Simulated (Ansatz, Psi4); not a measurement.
# KCl (SMILES [Cl][K]): from total energies to a heat of formation

KCl has 2 atoms, charge 0, and is taken as a singlet. As SMILES, `[Cl][K]`. The shape is that of a PBE0-D4/def2-TZVP optimisation.

```xyz
2

Cl    1.1425   -0.4056    0.5757
K    -1.1425    0.4056   -0.5757
```

Total energies at r2SCAN/def2-TZVPPD (Psi4 1.11); the atoms run unrestricted:

```tsv
species	state	energy (Eh)
KCl	singlet	-1060.149593
Cl	doublet	-460.117383
K	doublet	-599.870496
```

Harmonic wavenumbers at PBE0-D4/def2-TZVP, in cm⁻¹: 276.

Measured heats of formation of the gaseous atoms at 298.15 K, in kJ/mol: Cl 121.3, K 89.0. Spin-orbit lowering of the atoms at 298 K (mean of the ground term's levels less their thermal mean, from spectra), in kJ/mol: Cl 3.44. Take 1 Eh = 2625.50 kJ/mol, 1 cm⁻¹ = 0.0119627 kJ/mol, RT = 2.479 kJ/mol.

Question: What heat of formation follows?

Answer: 
1. Electronic atomisation energy: (-460.117383) + (-599.870496) − (-1060.149593) = 0.161714 Eh = 424.6 kJ/mol.
2. Zero-point energy: half the sum of the wavenumbers, 138 cm⁻¹ = 1.7 kJ/mol.
3. Thermal vibrational enthalpy, Σ hcν̃/(exp(hcν̃/kT) − 1): 1.2 kJ/mol. Translation, rotation and pV of a linear molecule: 3.5 RT = 8.7 kJ/mol.
4. The 2 free atoms carry 5/2 RT each: 12.4 kJ/mol.
5. Spin-orbit coupling lowers the free atoms by 3.44 = 3.4 kJ/mol.
6. Atomisation enthalpy at 298 K: 424.6 − 3.4 − 1.7 − 1.2 − 8.7 + 12.4 = 422.0 kJ/mol.
7. Sum of the atoms' heats of formation: 210.3 kJ/mol. Heat of formation: 210.3 − 422.0 = -211.7 kJ/mol.

No measured value is set beside it here. Anharmonicity and any spin-orbit splitting of the molecule are left out.
